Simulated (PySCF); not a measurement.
## A search over the determinants of LiHg

Unrestricted PBE0; PySCF, scalar-relativistic core potentials, basis sets Li def2-SVPD, Hg def2-SVPD with ECP60. Outer shells of the fragments: Li 2s1; Hg 5d10 6s2.

Followed along the bond (rough minima from three points):

| 2Ms+1 | unpaired | ⟨S²⟩ at the start | R at minimum (Å) | Te (eV) |
| --- | --- | --- | --- | --- |
| 2 | σ ↑ | 0.75 | 3.09 | 0.00 |
| 4 | σ ↑↑, π ↑ | 3.75 | 2.94 | 4.90 |
| 2 | π ↑ | 0.75 | none in the scan | ≤ 0.93 |

Solutions found at the starting distance of 2.660 Å, counted from the lowest of them; the search is not exhaustive and high or unbound solutions are not listed, so other states can lie among these:

| 2Ms+1 | unpaired | term | E (eV) | ⟨S²⟩ | ⟨Lz²⟩ | μ (D) |
| --- | --- | --- | --- | --- | --- | --- |
| 2 | σ ↑ | ²Σ⁺ | 0.00 | 0.75 | 0.00 | 0.65 |
| 2 | π ↑ | ²Π | 0.91 | 0.75 | 1.00 | -1.80 |
| 4 | σ ↑↑, π ↑ | ⁴Π | 4.89 | 3.75 | 1.01 | -1.77 |
| 2 | σ ↑↑, π ↓ | mixed | 5.66 | 1.75 | 1.00 | -1.39 |
| 4 | σ ↑↑↑ | ⁴Σ⁺ | 5.71 | 3.75 | 0.00 | 5.73 |
| 4 | σ ↑, π ↑↑ | ⁴Σ⁻ | 5.77 | 3.75 | 0.00 | -2.28 |

A term symbol is given only where ⟨S²⟩ and ⟨Lz²⟩ are close to those of a pure state; real π, δ and φ orbitals otherwise mix terms. A positive dipole means Li(−)Hg(+).

Spin–orbit coupling is left out. Counting both spins, an empty level lies below a filled one in some of these solutions, because spin and occupation are held.
